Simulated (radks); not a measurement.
All-electron atom: Nd in [Xe] 4f4 6s2. Calculated with a radial shooting solver on a logarithmic mesh with Libxc functionals: scalar-relativistic Kohn-Sham, LDA (Slater exchange, VWN5 correlation), spin-polarised, spherical densities, point nucleus; open shells are filled with parallel spins first (spin-orbit coupling, left out, can overturn this in heavy ions); hard spherical wall at 4 bohr.

Unscreened Slater integrals over Kohn-Sham orbitals (cm^-1). They are taken over the spin-up orbitals. Empty in this configuration: 5d.

F0(6s,6s): 78743
F0(6s,4f): 98447
G3(6s,4f): 9091.2
F0(6s,5p): 89313
G1(6s,5p): 13121
F0(6s,5s): 92584
G0(6s,5s): 8021.0
F0(6s,5d): 83269
G2(6s,5d): 25516
F0(4f,4f): 190960
F2(4f,4f): 86690
F4(4f,4f): 53588
F6(4f,4f): 38328
F0(4f,5p): 133570
F2(4f,5p): 50090
G2(4f,5p): 30900
G4(4f,5p): 22859
F0(4f,5s): 149110
G3(4f,5s): 33533
F0(4f,5d): 109190
F2(4f,5d): 33774
F4(4f,5d): 18069
G1(4f,5d): 21069
G3(4f,5d): 15990
G5(4f,5d): 11932
F0(5p,5p): 114910
F2(5p,5p): 62102
F0(5p,5s): 122770
G1(5p,5s): 81955
F0(5p,5d): 99955
F2(5p,5d): 51509
G1(5p,5d): 61225
G3(5p,5d): 38442
F0(5s,5s): 133180
F0(5s,5d): 104080
G2(5s,5d): 39032
F0(5d,5d): 91200
F2(5d,5d): 51389
F4(5d,5d): 35277

Derived for the open shells (J is the average intra-shell exchange parameter used in DFT+U). 4f: F4/F2 = 0.618, F6/F2 = 0.442, J = (286 F2 + 195 F4 + 250 F6)/6435 = 6966 cm^-1.
